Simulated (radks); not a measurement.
Problem. Hg, 80 electrons, occupied as [Hg] (the NIST ground configuration). Calculated with a radial shooting solver on a logarithmic mesh with Libxc functionals: non-relativistic Kohn-Sham, PBE, spin-polarised, spherical densities, point nucleus; relativity is left out, which matters for an element this heavy. Some entries of the table are withheld. Estimate them.

| orbital | occ. | eigenvalue (eV) | r(max) (bohr) |
|---|---|---|---|
| 1s | 2 | -75019.80 | 0.01256 |
| 2s | 2 | -12558.69 | 0.06824 |
| 2p | 6 | -12080.57 | 0.05291 |
| 3s | 2 | (1) | 0.1863 |
| 3p | 6 | (2) | 0.1752 |
| 3d | 10 | -2308.623 | 0.1375 |
| 4s | 2 | -633.0337 | 0.4148 |
| 4p | 6 | -534.9225 | 0.4137 |
| 4d | 10 | -354.3091 | 0.4058 |
| 4f | 14 | -111.4074 | (3) |
| 5s | 2 | (4) | (5) |
| 5p | 6 | -61.3747 | 0.9678 |
| 5d | 10 | -12.1371 | 1.152 |
| 6s | 2 | -5.2934 | (6) |

Solution. 
(1) 3s eigenvalue (eV): -2956.533
(2) 3p eigenvalue (eV): -2730.450
(3) 4f r(max) (bohr): 0.3615
(4) 5s eigenvalue (eV): -92.9885
(5) 5s r(max) (bohr): 0.9149
(6) 6s r(max) (bohr): 2.531
